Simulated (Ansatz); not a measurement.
Computed with Ansatz on PBE0-D4/def2-TZVP structures; ΔE is electronic, products minus reactants. CBS: MP2 limit from def2 TZ/QZ plus the TZ coupled-cluster correction, frozen cores. This one scheme is used for every species, atoms too. Functionals use def2-TZVPP. No spin–orbit coupling; open shells (•) take unrestricted orbitals. Spin–orbit coupling would lower the free atoms: a little for C; clearly for Ge. For Ge outer-core shells are correlated without core-valence functions, so the limit isn't a true one: a few kJ/mol of doubt a bond, and 10 to 20 or more in all where bonds break to atoms. Scalar relativity is left out up to krypton. One conformer a species, not always the lowest.

Consider the atomization: `C[NH][GeH2][NH]C` → 2 C• + Ge• + 10 H• + 2 N•.

```tsv
level	ΔE (kJ/mol)
ωB97M-V	5181.9
PBE0	5146.0
MP2/def2-TZVPP	5076.8
MP2/CBS(def2)	5207.8
```

(1) What does CCSD(T)/CBS give? (Best estimate.)

Largest T1 diagnostic among the species: 0.011.

Answers

(1) Computed: +5183.2 kJ/mol. The listed levels differ from it by -1.3, -37.2, -106.4, 24.6 kJ/mol.

In def2-TZVPP, CCSD(T) changes the Hartree–Fock value by +1394.6 kJ/mol (the triples alone add +69.5 kJ/mol) and MP2 by +1419.2 kJ/mol; breaking electron pairs costs correlation energy, which Hartree–Fock lacks. The D4 term adds +47.1 kJ/mol with B3LYP and +25.1 kJ/mol with PBE0; it sums over pairs of atoms, weighted by their polarisabilities, and B3LYP, whose exchange is more repulsive, gets the larger term.

B3LYP here is the variant with VWN-RPA as its local correlation; programs differ in this.

For atomizations the MP2-based limit and the directly extrapolated one differ by several kJ/mol either way, and by 10 to 25 for some Ge, Se and Sn compounds, so smaller differences from it don't rank the levels.
